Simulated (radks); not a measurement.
S II, configuration [Ne] 3s2 3p3. All-electron calculation, non-relativistic Kohn-Sham, LDA (Slater exchange, Perdew-Wang correlation), spin-polarised, spherical densities, point nucleus; open shells are filled with parallel spins first. Program: a radial shooting solver on a logarithmic mesh with Libxc functionals.

Normalised radial functions P(r) = r R(r), r in bohr:

r         3p down
0.005097   0.0009
0.006479   0.0015
0.008303   0.0024
0.01056    0.0039
0.01353    0.0062
0.0172     0.0097
0.02204    0.0153
0.02801    0.0236
0.03561    0.0360
0.04563    0.0547
0.05801    0.0804
0.07434    0.1166
0.0945     0.1618
0.1211     0.2177
0.154      0.2757
0.1973     0.3284
0.2508     0.3553
0.3188     0.3372
0.4086     0.2506
0.5194     0.0916
0.6656    -0.1391
0.8461    -0.3890
1.084     -0.6139
1.378     -0.7397
1.766     -0.7386
2.245     -0.6212
2.854     -0.4386
3.658     -0.2478
4.65      -0.1113
5.959     -0.0354

3p down (empty): eigenvalue -15.069 eV, 1 radial node at r = 0.577 bohr, <r> = 1.94 bohr, 90 % of the charge inside 3.04 bohr.
